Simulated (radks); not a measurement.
Valence configurations of the krypton ion Kr+ (all share [Ar]). All-electron calculation, scalar-relativistic Kohn-Sham, LDA (Slater exchange, Perdew-Wang correlation), spin-polarised, spherical densities, finite nucleus; open shells are filled with parallel spins first; Fermi nuclear charge, rms radius 4.1884 fm. Program: a radial shooting solver on a logarithmic mesh with Libxc functionals. Energies are relative to 3d10 4s2 4p5; eigenvalues in eV for spin up.

| valence | E (eV) | moment (Bohr magnetons) | e(3d) | e(4p) | e(4s) |
|---|---|---|---|---|---|
| 3d10 4s2 4p5 | 0.000 | 1 | -93.652 | -20.048 | -34.525 |
| 3d10 4s1.5 4p5.5 | 7.230 | 1 | -94.439 | -20.386 | -34.972 |
| 3d10 4s1 4p6 | 14.486 | 1 | -95.217 | -20.721 | -35.415 |
| 3d9.5 4s2 4p5.5 | 38.414 | 1 | -100.81 | -20.831 | -35.754 |
| 3d9 4s2 4p6 | 79.515 | 1 | -108.08 | -21.606 | -36.960 |

NIST lists [Ar] 3d10 4s2 4p5 as the ground configuration; this level of theory agrees among the configurations tried. The energies are those of spherical high-spin densities, not of single terms.
